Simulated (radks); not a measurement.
The nuclear charge of the vanadium ion V+ is varied continuously with 22 electrons held in [Ar] 3d4. Calculated with a radial shooting solver on a logarithmic mesh with Libxc functionals: scalar-relativistic Kohn-Sham, PBE, spin-polarised, spherical densities, finite nucleus; open shells are filled with parallel spins first; Fermi nuclear charge, rms radius 3.6002 fm. By the Hellmann-Feynman theorem dE/dZ = E(electron-nucleus)/Z, the electronic potential at the nucleus (averaged over a nucleus of fixed radius). The scalar-relativistic energy here is not variational (the density holds large components alone), so the two differ by a part that grows with Z.

| Z | E (hartree) | E(electron-nucleus)/Z (hartree) | HOMO | e(HOMO) (eV) | <r> HOMO (bohr) |
|---|---|---|---|---|---|
| 22.6 | -910.03606 | -95.8444 | 3d | -5.642 | 1.728 |
| 22.8 | -929.32998 | -96.9745 | 3d | -7.631 | 1.614 |
| 23 | -948.84990 | -98.1008 | 3d | -9.862 | 1.519 |
| 23.2 | -968.59514 | -99.2238 | 3d | -12.319 | 1.439 |
| 23.4 | -988.56513 | -100.344 | 3d | -14.989 | 1.370 |
| 23.6 | -1008.75941 | -101.463 | 3d | -17.859 | 1.310 |
| 23.8 | -1029.17761 | -102.579 | 3d | -20.917 | 1.258 |
| 24 | -1049.81943 | -103.695 | 3d | -24.157 | 1.211 |

The central difference of E at Z = 23 is -98.163 hartree, to compare with the third column; the second derivative is -5.63 hartree.
